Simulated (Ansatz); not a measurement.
Mg(Et)(SeH) (C2H6MgSe), SMILES C[CH2][Mg][SeH].

Geometry optimised at B3LYP-D3(BJ)/def2-SVP. The structure was generated by enumeration; whether it is a known compound was not checked. One conformer was computed; it need not be the lowest.

Two levels are set side by side: PBE/def2-SVPD (Ansatz, a quantum-chemistry and plane-wave program) and CAM-B3LYP/def2-SVPD (Ansatz). Energy differences of separate SCF runs at the same geometry; the states with an electron removed or added have multiplicity 2 and 2. Differences are taken from unrounded values.

```csv
quantity,CAM-B3LYP,PBE,PBE minus CAM-B3LYP
vertical ionisation energy (eV),8.75,8.17,-0.58
vertical singlet–triplet gap (eV),4.24,3.64,-0.60
```
